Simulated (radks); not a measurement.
All-electron atom: Ne in [Ne].

Calculated with a radial shooting solver on a logarithmic mesh with Libxc functionals: non-relativistic Kohn-Sham, Slater X-alpha with alpha = 0.774, spin-unpolarised, spherical densities, point nucleus.

Energy parts (hartree):
part                  energy
total             -129.26279
kinetic            129.26279
electron-nucleus  -312.20127
Hartree             66.53475
exchange           -12.85907

Orbitals (lengths in bohr, moments of r in powers of bohr):
orbital  occ.  eigenvalue (hartree)     <r>
1s          2             -30.61147  0.1583
2s          2              -1.34890  0.8958
2p          6              -0.51561  0.9629

The highest occupied level is 2p at -14.030 eV. The density falls to 0.001 e/bohr^3 at r = 2.93 bohr. Summed over all electrons, <r^2> = 9.485 bohr^2, which gives a Langevin (diamagnetic) susceptibility term of -7.51 x 10^-6 cm^3/mol. Virial ratio -V/T = 2.00000.
